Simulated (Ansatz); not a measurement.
SiH₂Br₂, SMILES Br[SiH2]Br.

Coordinates come from a r2SCAN-D4/def2-SVP optimisation.

Two levels are set side by side: PBE/def2-SVPD (Ansatz, a first-principles code) and CAM-B3LYP/def2-SVPD (Ansatz). Energy differences of separate SCF runs at the same geometry; the states with an electron removed or added have multiplicity 2 and 2. Differences are taken from unrounded values.

| quantity | CAM-B3LYP |
|---|---|
| vertical ionisation energy (eV) | 10.95 |
| vertical singlet–triplet gap (eV) | 6.31 |

Problem. What does PBE give, and how far is it from CAM-B3LYP? (An estimate is asked for; the answer gives what the named calculation found.)

Solution. 
| quantity | PBE | PBE minus CAM-B3LYP |
|---|---|---|
| vertical ionisation energy (eV) | 10.20 | -0.75 |
| vertical singlet–triplet gap (eV) | 5.51 | -0.80 |
